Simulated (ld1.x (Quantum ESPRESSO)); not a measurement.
# Reading a pseudo-wave (lithium)

Columns: radius, all-electron u(r) and pseudo u(r) of the 2s shell (level -5.32 eV) of lithium in the configuration [He] 2s0.5 2p0; BLYP, scalar-relativistic, RRKJ scheme, ld1.x (Quantum ESPRESSO) 7.5.

```csv
r (bohr),all-electron,pseudo
0.210,0.2109,-0.0379
0.420,0.2009,-0.0772
0.630,0.1087,-0.1194
0.840,-0.0085,-0.1658
1.050,-0.1256,-0.2173
1.260,-0.2317,-0.2738
1.470,-0.3223,-0.3336
1.680,-0.3958,-0.3930
1.890,-0.4524,-0.4471
2.100,-0.4941,-0.4911
2.310,-0.5232,-0.5223
2.520,-0.5410,-0.5409
2.730,-0.5491,-0.5491
2.940,-0.5489,-0.5489
3.150,-0.5418,-0.5418
3.360,-0.5292,-0.5292
3.570,-0.5123,-0.5123
3.780,-0.4921,-0.4921
3.990,-0.4695,-0.4695
4.200,-0.4453,-0.4453
4.410,-0.4201,-0.4201
4.620,-0.3945,-0.3945
4.830,-0.3688,-0.3688
5.040,-0.3436,-0.3436
5.250,-0.3189,-0.3189
5.460,-0.2951,-0.2951
```

Problem. How many radial nodes do the two functions have?

Solution. The all-electron 2s function has n − l − 1 = 1; the pseudo-wave has 0, since the states of the same l below it are removed with the core.

Problem. At about which radius was the pseudo-wave matched?

Solution. 2.80 bohr. The columns agree to 0.0005 from 2.52 bohr on; several derivatives are matched, so the curves merge somewhat inside the radius.

Problem. Is the pseudo-wave norm-conserving?

Solution. Yes: the RRKJ scheme keeps the norm inside the radius equal to the all-electron one, which fixes the energy derivative of the logarithmic derivative at the level.
